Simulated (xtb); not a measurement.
F4OW, triplet, at a GFN2-xTB geometry (such geometries of metal compounds can be far from the true shape) (the multiplicity is a formal guess); GFN0-xTB in xtb 6.7.1.

Input for xtb:
```
$ xtb mol.xyz --gfn 0 --uhf 2 --ohess --json

# file mol.xyz
6

W      0.00598230    -0.11943623     0.00686820
O      0.77186584    -0.29401191     1.58536866
F     -1.38401109     0.59329445    -0.98806262
F      0.84075976     1.65576388     0.57782267
F      1.08375515     0.38021473    -1.46950309
F     -1.27579459    -1.38589798     0.41405455
```

Q: What does xtb print? Leave out banner, timings and long lists.

A: 
```
   ID    Z sym.   atoms
    1   74 W      1
    2    8 O      2
    3    9 F      3-6

           -------------------------------------------------
          |                Calculation Setup                |
           -------------------------------------------------

           -------------------------------------------------
          |                 G F N 0 - x T B                 |
           -------------------------------------------------

          ...................................................
          :                      SETUP                      :
          :.................................................:
          :  # basis functions                  30          :
          :  # atomic orbitals                  29          :
          :  # shells                           13          :
          :  # electrons                        40          :
          :  electronic temp.          300.0000000     K    :
          :  accuracy                    1.0000000          :
          :  -> integral cutoff          0.2500000E+02      :
          :  -> integral neglect         0.1000000E-07      :
          ...................................................

         :::::::::::::::::::::::::::::::::::::::::::::::::::::
         ::                     SUMMARY                     ::
         :::::::::::::::::::::::::::::::::::::::::::::::::::::
         :: total energy             -21.463810784850 Eh    ::
         :: gradient norm              0.042492503353 Eh/a0 ::
         :: HOMO-LUMO gap              1.065799609979 eV    ::
         ::.................................................::
         :: H0 energy                -20.950619006106 Eh    ::
         :: repulsion energy           0.033670401596 Eh    ::
         :: electrostat energy        -0.545489894122 Eh    ::
         :: -> Gsolv                   0.000000000000 Eh    ::
         ::    -> Gsasa                0.000000000000 Eh    ::
         ::    -> Gshift               0.000000000000 Eh    ::
         :: dispersion energy         -0.001372120244 Eh    ::
         :: short-range corr.         -0.000000165975 Eh    ::
         :: add. restraining           0.000000000000 Eh    ::
         :: total charge               0.000000000000 e     ::
         :::::::::::::::::::::::::::::::::::::::::::::::::::::

      -----------------------------------------------------------
     |                   =====================                   |
[...]
 * total energy  :   -21.4751544 Eh     change       -0.2106742E-03 Eh
 * total energy  :   -21.4753464 Eh     change       -0.1920589E-03 Eh
 * total energy  :   -21.4754784 Eh     change       -0.1319516E-03 Eh
 * total energy  :   -21.4755360 Eh     change       -0.5766462E-04 Eh
 * total energy  :   -21.4756206 Eh     change       -0.8458735E-04 Eh
 * total energy  :   -21.4757585 Eh     change       -0.1378882E-03 Eh
 * total energy  :   -21.4758416 Eh     change       -0.8314386E-04 Eh
 * total energy  :   -21.4758539 Eh     change       -0.1225733E-04 Eh
 * total energy  :   -21.4759108 Eh     change       -0.5685655E-04 Eh
 * total energy  :   -21.4759204 Eh     change       -0.9663299E-05 Eh
 * total energy  :   -21.4759274 Eh     change       -0.7008340E-05 Eh
 * total energy  :   -21.4759299 Eh     change       -0.2491030E-05 Eh
   *** GEOMETRY OPTIMIZATION CONVERGED AFTER 18 ITERATIONS ***
         :: total energy             -21.475929922965 Eh    ::
[...]
       2     98.43    -1.03912 ( 93.76%)    -0.85567 (  6.24%)    -1.02767
       3    107.75    -0.98658 ( 95.57%)    -0.82888 (  4.43%)    -0.97960
       4    114.60    -0.95094 ( 96.50%)    -0.81064 (  3.50%)    -0.94603
       5    129.89    -0.87886 ( 97.85%)    -0.77357 (  2.15%)    -0.87660
       6    181.00    -0.69113 ( 99.42%)    -0.67531 (  0.58%)    -0.69104
       7    182.08    -0.68781 ( 99.43%)    -0.67355 (  0.57%)    -0.68773
   ------------------------------------------------------------------------

   temp. (K)  partition function   enthalpy   heat capacity  entropy
                                   cal/mol     cal/K/mol   cal/K/mol   J/K/mol
 298.15  VIB  0.149E+04             3888.328     18.884     25.731
         ROT  0.236E+06              888.752      2.981     27.569
         INT  0.352E+09             4777.080     21.865     53.299
         TR   0.443E+28             1481.254      4.968     42.723
         TOT                        6258.3341    26.8331    96.0224   401.7578

       T/K    H(0)-H(T)+PV         H(T)/Eh          T*S/Eh         G(T)/Eh
   ------------------------------------------------------------------------
    298.15    0.997329E-02    0.173606E-01    0.456233E-01   -0.282627E-01
   ------------------------------------------------------------------------

         :::::::::::::::::::::::::::::::::::::::::::::::::::::
         ::                  THERMODYNAMIC                  ::
         :::::::::::::::::::::::::::::::::::::::::::::::::::::
         :: total free energy         -21.504192630327 Eh   ::
         ::.................................................::
         :: total energy              -21.475929922965 Eh   ::
         :: zero point energy           0.007387348859 Eh   ::
         :: G(RRHO) w/o ZPVE           -0.035650056222 Eh   ::
         :: G(RRHO) contrib.           -0.028262707362 Eh   ::
         :::::::::::::::::::::::::::::::::::::::::::::::::::::

optimized geometry written to: xtbopt.xyz

           -------------------------------------------------
          | TOTAL ENERGY              -21.475929922965 Eh   |
          | TOTAL ENTHALPY            -21.458569283937 Eh   |
          | TOTAL FREE ENERGY         -21.504192630327 Eh   |
          | GRADIENT NORM               0.000322593374 Eh/α |
          | HOMO-LUMO GAP               1.455749073694 eV   |
           -------------------------------------------------

normal termination of xtb
```
